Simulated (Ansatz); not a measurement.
C$_{6}$H$_{17}$FO$_{2}$SiSn (`C[O][Sn]([F])([CH2][Si](C)(C)C)[O]C`), 28 atoms. Charge 0, multiplicity 1. Correlated methods include outer-core shells of Sn, which these sets cover unevenly. Sn takes the def2 core potential. Hardware: A = 11 threads of an AMD EPYC 7R13 on a shared host and a whole NVIDIA H100 80 GB; B = 11 threads of an AMD EPYC 7R13 on a shared host. Correlated methods freeze the cores.

Question: How many basis functions does each run have, and how long does it take in Ansatz? direct RPA on PBE orbitals/def2-TZVPP energy [A]; RKS B97M-V/def2-TZVPP energy [A]; RKS PBE0-D4/def2-QZVPP energy [A]; RHF-CCSD(T)/def2-SVP energy [A]; RKS PBE0-D4/def2-TZVP relaxation (11 steps) [A]; RHF-CCSD(T)/def2-TZVPP energy [A]; RKS ωB97M-V/def2-QZVPP energy [A]; RHF-MP2/def2-QZVPP energy [A]; RKS BHLYP-D4/def2-TZVPP energy [A]; RKS PBE0-D4/def2-SVP energy [B]; RKS ωB97M-V/def2-SVP energy [B]; RKS r2SCAN-D4/def2-TZVPP energy and forces [A]. (An estimate is asked.)

Answer: Ansatz gave: Other jobs shared the machine, so times are rough.

| level | job | functions | wall time | peak host memory (GiB) |
| --- | --- | --- | --- | --- |
| RKS BHLYP-D4/def2-TZVPP | energy [A] | 609 | 2.8 s | 1.7 |
| RKS r2SCAN-D4/def2-TZVPP | energy and forces [A] | 609 | 3.1 s | 1.6 |
| RKS PBE0-D4/def2-SVP | energy [B] | 255 | 3.2 s | 1.7 |
| RKS B97M-V/def2-TZVPP | energy [A] | 609 | 3.5 s | 1.6 |
| RKS PBE0-D4/def2-QZVPP | energy [A] | 1175 | 4.3 s | 1.8 |
| direct RPA on PBE orbitals/def2-TZVPP | energy [A] | 609 | 4.7 s | 3.6 |
| RHF-CCSD(T)/def2-SVP | energy [A] | 255 | 5.5 s | 1.7 |
| RHF-MP2/def2-QZVPP | energy [A] | 1175 | 7 s | 2 |
| RKS ωB97M-V/def2-QZVPP | energy [A] | 1175 | 7 s | 2 |
| RKS ωB97M-V/def2-SVP | energy [B] | 255 | 9 s | 2.1 |
| RKS PBE0-D4/def2-TZVP | relaxation (11 steps) [A] | 468 | 19 s | 1.6 |
| RHF-CCSD(T)/def2-TZVPP | energy [A] | 609 | 96 s | 3.4 |
